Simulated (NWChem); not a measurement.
System: C4H2F2O; SMILES Fc1cocc1F

Input file for NWChem:

```
start job
memory heap 200 mb stack 900 mb global 1100 mb
geometry units angstroms
  F      1.995505     0.257462    -0.115461
  C      0.739023    -0.173580    -0.038484
  C      0.318705    -1.470050     0.005591
  O     -1.019242    -1.510236     0.080885
  C     -1.480516    -0.251435     0.086623
  C     -0.436145     0.622363     0.014444
  F     -0.505000     1.951057    -0.002842
  H      0.857917    -2.394907    -0.009793
  H     -2.538155    -0.094743     0.143155
end
basis spherical
  * library def2-svp
end
dft
  xc pbe0
  iterations 150
end
driver
  maxiter 120
end
task dft optimize
task dft freq
```

Output (shortened):

```
             Northwest Computational Chemistry Package (NWChem) 7.3.0
             --------------------------------------------------------

 C2V symmetry detected

                             Geometry "geometry" -> ""
                             -------------------------

 Output coordinates in angstroms (scale by  1.889725989 to convert to a.u.)

  No.       Tag          Charge          X              Y              Z
 ---- ---------------- ---------- -------------- -------------- --------------
    1 F                    9.0000     0.00000000     1.51108176     1.38766080
    2 C                    6.0000     0.00000000     0.71016661     0.32511501
    3 C                    6.0000     0.00000000     1.08728847    -0.98531355
    4 O                    8.0000     0.00000000     0.00000000    -1.76965417
    5 C                    6.0000     0.00000000    -1.08728847    -0.98531355
    6 C                    6.0000     0.00000000    -0.71016661     0.32511501
    7 F                    9.0000     0.00000000    -1.51108176     1.38766080
    8 H                    1.0000     0.00000000     2.05228242    -1.44913927
    9 H                    1.0000     0.00000000    -2.05228242    -1.44913927

 Effective nuclear repulsion energy (a.u.)     292.4828198467

      Symmetry information
      --------------------

 Group name             C2v
 Group number             16
 Group order               4
 No. of unique centers     5

                                Z-matrix (autoz)
                                --------

 Units are Angstrom for bonds and degrees for angles

      Type          Name      I     J     K     L     M      Value
      ----------- --------  ----- ----- ----- ----- ----- ----------
    1 Stretch                  1     2                       1.33059
    2 Stretch                  2     3                       1.36361
    3 Stretch                  2     6                       1.42033
    4 Stretch                  3     4                       1.34067
    5 Stretch                  3     8                       1.07068
    6 Stretch                  4     5                       1.34067
    7 Stretch                  5     6                       1.36361
    8 Stretch                  5     9                       1.07068
    9 Stretch                  6     7                       1.33059
   10 Bend                     1     2     3               126.93708
   11 Bend                     1     2     6               127.00789
   12 Bend                     2     3     4               109.75063
   13 Bend                     2     3     8               131.72636
   14 Bend                     2     6     5               106.05503
   15 Bend                     2     6     7               127.00789
   16 Bend                     3     2     6               106.05503
   17 Bend                     3     4     5               108.38867
   18 Bend                     4     3     8               118.52300
   19 Bend                     4     5     6               109.75063
   20 Bend                     4     5     9               118.52300
   21 Bend                     5     6     7               126.93708
   22 Bend                     6     5     9               131.72636
   23 Torsion                  1     2     3     4         180.00000
   24 Torsion                  1     2     3     8           0.00000
   25 Torsion                  1     2     6     5         180.00000
   26 Torsion                  1     2     6     7          -0.00000
   27 Torsion                  2     3     4     5           0.00000
   28 Torsion                  2     6     5     4           0.00000
   29 Torsion                  2     6     5     9         180.00000
   30 Torsion                  3     2     6     5           0.00000
   31 Torsion                  3     2     6     7         180.00000
   32 Torsion                  3     4     5     6          -0.00000
   33 Torsion                  3     4     5     9         180.00000
   34 Torsion                  4     3     2     6           0.00000
   35 Torsion                  4     5     6     7         180.00000
   36 Torsion                  5     4     3     8         180.00000
   37 Torsion                  6     2     3     8         180.00000
   38 Torsion                  7     6     5     9           0.00000

                           NWChem Geometry Optimization
                           ----------------------------

 maximum gradient threshold         (gmax) =   0.000450
 rms gradient threshold             (grms) =   0.000300
 maximum cartesian step threshold   (xmax) =   0.001800
 rms cartesian step threshold       (xrms) =   0.001200
 fixed trust radius                (trust) =   0.300000
 source of zmatrix                         =   autoz

          -------------------
          Energy Minimization
          -------------------

 Using diagonal initial Hessian
 Scaling for Hessian diagonals: bonds = 1.00  angles = 0.25  torsions = 0.10

          --------
          Step   0

                                 NWChem DFT Module
                                 -----------------

 Summary of "ao basis" -> "ao basis" (spherical)
 ------------------------------------------------------------------------------
       Tag                 Description            Shells   Functions and Types
 ---------------- ------------------------------  ------  ---------------------
 F                          def2-svp                 6       14   3s2p1d
 C                          def2-svp                 6       14   3s2p1d
 O                          def2-svp                 6       14   3s2p1d
 H                          def2-svp                 3        5   2s1p

      Symmetry analysis of basis
      --------------------------

        a1         41
        a2         14
        b1         16
        b2         37

            General Information
            -------------------
          SCF calculation type: DFT
          Wavefunction type:  closed shell.
          No. of atoms     :     9
          No. of electrons :    52
           Alpha electrons :    26
            Beta electrons :    26
          Charge           :     0
          Spin multiplicity:     1
          Use of symmetry is: on ; symmetry adaption is: on
          Maximum number of iterations: 150
          AO basis - number of functions:   108
                     number of shells:    48
          Convergence on energy requested:  1.00D-06
          Convergence on density requested:  1.00D-05
          Convergence on gradient requested:  5.00D-04

              XC Information
              --------------
                         PBE0 Method XC Functional
                     Hartree-Fock (Exact) Exchange  0.250
          PerdewBurkeErnzerhof Exchange Functional  0.750
            Perdew 1991 LDA Correlation Functional  1.000 local
           PerdewBurkeErnz. Correlation Functional  1.000 non-local

             Grid Information
             ----------------
          Grid used for XC integration:  medium
          Radial quadrature: Mura-Knowles
          Angular quadrature: Lebedev.
          Tag              B.-S. Rad. Rad. Pts. Rad. Cut. Ang. Pts.
          ---              ---------- --------- --------- ---------
          F                   0.50       49          11.0       434
          C                   0.70       49          10.0       434
          O                   0.60       49           8.0       434
          H                   0.35       45          11.0       434
          Grid pruning is: on
          Number of quadrature shells:   241
          Spatial weights used:  Erf1

      Superposition of Atomic Density Guess
      -------------------------------------

 Sum of atomic energies:        -424.77397674

[...]

      ----------------------
      Optimization converged
      ----------------------

  Step       Energy      Delta E   Gmax     Grms     Xrms     Xmax
  ---- ---------------- -------- -------- -------- -------- --------
@    4    -427.71116044 -3.4D-07  0.00008  0.00003  0.00029  0.00075
                                     ok       ok       ok       ok

                                Z-matrix (autoz)
                                --------

 Units are Angstrom for bonds and degrees for angles

      Type          Name      I     J     K     L     M      Value     Gradient
      ----------- --------  ----- ----- ----- ----- ----- ---------- ----------
    1 Stretch                  1     2                       1.31764   -0.00008
    2 Stretch                  2     3                       1.36271   -0.00005
    3 Stretch                  2     6                       1.42639    0.00004
    4 Stretch                  3     4                       1.34771    0.00003
    5 Stretch                  3     8                       1.08571   -0.00002
    6 Stretch                  4     5                       1.34771    0.00003
    7 Stretch                  5     6                       1.36271   -0.00005
    8 Stretch                  5     9                       1.08571   -0.00002
    9 Stretch                  6     7                       1.31764   -0.00008
   10 Bend                     1     2     3               127.84261    0.00001
   11 Bend                     1     2     6               125.82398   -0.00002
   12 Bend                     2     3     4               109.22246    0.00000
   13 Bend                     2     3     8               132.91230   -0.00002
   14 Bend                     2     6     5               106.33342    0.00001
   15 Bend                     2     6     7               125.82398   -0.00002
   16 Bend                     3     2     6               106.33342    0.00001
   17 Bend                     3     4     5               108.88824   -0.00002
   18 Bend                     4     3     8               117.86524    0.00002
   19 Bend                     4     5     6               109.22246    0.00000
   20 Bend                     4     5     9               117.86524    0.00002
   21 Bend                     5     6     7               127.84261    0.00001
   22 Bend                     6     5     9               132.91230   -0.00002
   23 Torsion                  1     2     3     4         180.00000    0.00000
   24 Torsion                  1     2     3     8           0.00000   -0.00000
   25 Torsion                  1     2     6     5         180.00000    0.00000
   26 Torsion                  1     2     6     7          -0.00000    0.00000
   27 Torsion                  2     3     4     5           0.00000   -0.00000
   28 Torsion                  2     6     5     4           0.00000   -0.00000
   29 Torsion                  2     6     5     9         180.00000    0.00000
   30 Torsion                  3     2     6     5           0.00000    0.00000
   31 Torsion                  3     2     6     7         180.00000    0.00000
   32 Torsion                  3     4     5     6          -0.00000    0.00000
   33 Torsion                  3     4     5     9         180.00000   -0.00000
   34 Torsion                  4     3     2     6           0.00000   -0.00000
   35 Torsion                  4     5     6     7         180.00000   -0.00000
   36 Torsion                  5     4     3     8         180.00000   -0.00000
   37 Torsion                  6     2     3     8         180.00000   -0.00000
   38 Torsion                  7     6     5     9           0.00000    0.00000

                         Geometry "geometry" -> "geometry"
                         ---------------------------------

 Output coordinates in angstroms (scale by  1.889725989 to convert to a.u.)

  No.       Tag          Charge          X              Y              Z
 ---- ---------------- ---------- -------------- -------------- --------------
    1 F                    9.0000     0.00000000     1.48440386     1.39548666
    2 C                    6.0000     0.00000000     0.71319410     0.32712058
    3 C                    6.0000     0.00000000     1.09642530    -0.98059618
    4 O                    8.0000     0.00000000     0.00000000    -1.76428327
    5 C                    6.0000     0.00000000    -1.09642530    -0.98059618
    6 C                    6.0000     0.00000000    -0.71319410     0.32712058
    7 F                    9.0000     0.00000000    -1.48440386     1.39548666
    8 H                    1.0000     0.00000000     2.06739401    -1.46637352
    9 H                    1.0000     0.00000000    -2.06739401    -1.46637352

[...]

 Rotational Constants
 --------------------
 A=   0.126372 cm-1  (  0.181816 K)
 B=   0.109897 cm-1  (  0.158114 K)
 C=   0.058780 cm-1  (  0.084569 K)

 Temperature                      =   298.15K
 frequency scaling parameter      =   1.0000

 Zero-Point correction to Energy  =   34.745 kcal/mol  (  0.055369 au)
 Thermal correction to Energy     =   37.961 kcal/mol  (  0.060494 au)
 Thermal correction to Enthalpy   =   38.553 kcal/mol  (  0.061438 au)

 Total Entropy                    =   72.623 cal/mol-K
   - Translational                =   39.817 cal/mol-K (mol. weight = 104.0074)
   - Rotational                   =   25.694 cal/mol-K (symmetry #  =        2)
   - Vibrational                  =    7.112 cal/mol-K

 Cv (constant volume heat capacity) =   18.715 cal/mol-K
   - Translational                  =    2.979 cal/mol-K
   - Rotational                     =    2.979 cal/mol-K
   - Vibrational                    =   12.756 cal/mol-K

[normal modes left out]

 ----------------------------------------------------------------------------
 Normal Eigenvalue ||           Projected Infra Red Intensities
  Mode   [cm**-1]  || [atomic units] [(debye/angs)**2] [(KM/mol)] [arbitrary]
 ------ ---------- || -------------- ----------------- ---------- -----------
    1       -0.000 ||    0.000095           0.002         0.092       0.043
    2        0.000 ||    0.000053           0.001         0.052       0.025
    3        0.000 ||    0.000065           0.001         0.063       0.030
    4        0.000 ||    0.000121           0.003         0.118       0.056
    5        0.000 ||    0.000356           0.008         0.347       0.163
    6        0.000 ||    0.000142           0.003         0.138       0.065
    7      259.474 ||    0.000236           0.005         0.230       0.108
    8      275.179 ||    0.000000           0.000         0.000       0.000
    9      385.398 ||    0.000005           0.000         0.005       0.002
   10      511.463 ||    0.001604           0.037         1.564       0.735
   11      621.584 ||    0.016064           0.371        15.660       7.363
   12      637.304 ||    0.000000           0.000         0.000       0.000
   13      641.189 ||    0.005550           0.128         5.411       2.544
   14      752.940 ||    0.000000           0.000         0.000       0.000
   15      766.449 ||    0.007434           0.172         7.247       3.407
   16      791.637 ||    0.065496           1.511        63.848      30.022
   17      888.482 ||    0.054513           1.258        53.142      24.987
   18     1092.805 ||    0.026604           0.614        25.935      12.195
   19     1217.979 ||    0.015887           0.367        15.487       7.282
   20     1270.653 ||    0.034856           0.804        33.980      15.977
   21     1293.902 ||    0.043713           1.008        42.614      20.037
   22     1358.163 ||    0.079128           1.826        77.138      36.271
   23     1489.658 ||    0.042934           0.991        41.855      19.680
   24     1686.292 ||    0.153262           3.536       149.407      70.252
   25     1735.951 ||    0.028223           0.651        27.513      12.937
   26     3316.940 ||    0.007196           0.166         7.015       3.298
   27     3322.348 ||    0.005498           0.127         5.360       2.520
 ----------------------------------------------------------------------------
```

Level: PBE0/def2-SVP.
